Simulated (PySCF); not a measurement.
Species: C₄H₇F₃S.
SMILES: `CCCSC(F)(F)F`

Computed, not measured: PySCF 2.14.0, density-fitted response routines, TDDFT PBE0/def2-SVPD, vertical, gas phase, core orbitals frozen in the response. Geometry: PBE0-D3(BJ)/def2-SVP, one conformer, isolated molecule. Torsions of this conformer, `[CH3:1][CH2:2][CH2:3][S:4][C:5]([F:6])([F:7])[F:8]`: C1–C2–C3–S4 174°, C2–C3–S4–C5 78°, C3–S4–C5–F6 -69°.

Each state is given a Gaussian of 0.4 eV full width at half maximum, with ε(max) = 2.175×10⁸ f / Δν̃ (Δν̃ the width in cm⁻¹). The width is an assumption, not a result. The curve ends short of the highest state used, and states not computed would add to its high-energy end.

| E (eV) | ε (L mol⁻¹ cm⁻¹) |
| --- | --- |
| 5.13 | 0 |
| 5.21 | 0 |
| 5.29 | 0 |
| 5.37 | 1 |
| 5.44 | 2 |
| 5.52 | 4 |
| 5.60 | 6 |
| 5.68 | 7 |
| 5.76 | 7 |
| 5.84 | 6 |
| 5.92 | 4 |
| 6.00 | 2 |
| 6.08 | 1 |
| 6.16 | 0 |
| 6.24 | 0 |
| 6.32 | 0 |
| 6.40 | 1 |
| 6.47 | 4 |
| 6.55 | 18 |
| 6.63 | 71 |
| 6.71 | 226 |
| 6.79 | 579 |
| 6.87 | 1190 |
| 6.95 | 1964 |
| 7.03 | 2610 |
| 7.11 | 2803 |
| 7.19 | 2450 |
| 7.27 | 1779 |
| 7.35 | 1154 |
| 7.43 | 841 |

(1) Where are the band maxima, and which computed states make them?

(2) Coming from long wavelengths, where does ε first pass 100 L mol⁻¹ cm⁻¹?

(3) On this curve, what absorbance would a 10⁻³ mol/L sample give at 222 nm over a 1 cm path?

## Answers

(1) 216 nm (5.73 eV), ε about 7.4, made up of S1 (100%); 175 nm (7.10 eV), ε about 2800, made up of S2 (95%) (ε in L mol⁻¹ cm⁻¹; maxima over ε = 5, shares over 10%). The states used: S1 5.73 eV (f 0.0001); S2 7.09 eV (f 0.040); S3 7.28 eV (f 0.0034); S4 7.71 eV (f 0.0024); S5 7.73 eV (f 0.019); S6 8.03 eV (f 0.052).

(2) At about 186 nm (6.65 eV), 0.93 eV above S1.

(3) 222 nm is 5.585 eV, where ε is about 5.2 L mol⁻¹ cm⁻¹, so A = ε c l ≈ 0.0052 (Beer–Lambert, with the gas-phase spectrum and the assumed width).
